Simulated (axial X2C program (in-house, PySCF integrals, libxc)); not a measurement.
# Basis sets for KPb

Calculated with an axial X2C code built on PySCF integrals, spin-free (one-electron X2C) or two-component (2c: spin–orbit coupling with atomic mean-field Coulomb and Gaunt terms, which also bring small scalar terms), in Dyall basis sets with cores contracted in-house; open shells are unrestricted.

```csv
Hamiltonian,level,Dyall basis,state,Re (Å),ωe (cm⁻¹),De (eV)
spin-free,HF,"Pb v2z, K v2z","M_S = 3/2, Λ = 0",3.421,118.0,0.82
spin-free,PBE0,"Pb v2z, K v2z","M_S = 3/2, Λ = 0",3.327,120.2,1.16
2c,PBE0,"Pb v2z, K v2z",Ω = 1/2,3.542,92.0,0.47
```

In the other basis sets:

```
Hamiltonian  level      Dyall basis             state  Re (Å)  ωe (cm⁻¹)  De (eV)
  spin-free     HF  Pb cv3z, K cv3z  M_S = 3/2, Λ = 0   3.406      120.1     0.91
  spin-free   PBE0  Pb cv3z, K cv3z  M_S = 3/2, Λ = 0   3.294      124.4     1.26
         2c   PBE0  Pb cv3z, K cv3z           Ω = 1/2   3.498       95.4     0.51
```

(1) How far does the basis move Re and ωe?

Each entry is the lowest single determinant of a limited PBE0 search at one distance. De goes to single-determinant-based atoms at the same level (for ions the charge split of lowest energy) and is withheld (n/a) where an atom does not fit its ground term or J level. Main or longest-lived isotopes. One determinant is a doubtful description, or other states lie close, for KPb; these need not be ground states, and all values refer to the states named. The functionals have no current term, which raises determinants with orbital currents.

Results:

(1) HF spin-free, Pb v2z, K v2z to Pb cv3z, K cv3z: ΔRe -0.015 Å, Δωe 2.1 cm⁻¹; PBE0 spin-free, Pb v2z, K v2z to Pb cv3z, K cv3z: ΔRe -0.033 Å, Δωe 4.2 cm⁻¹; PBE0 2c, Pb v2z, K v2z to Pb cv3z, K cv3z: ΔRe -0.044 Å, Δωe 3.4 cm⁻¹.
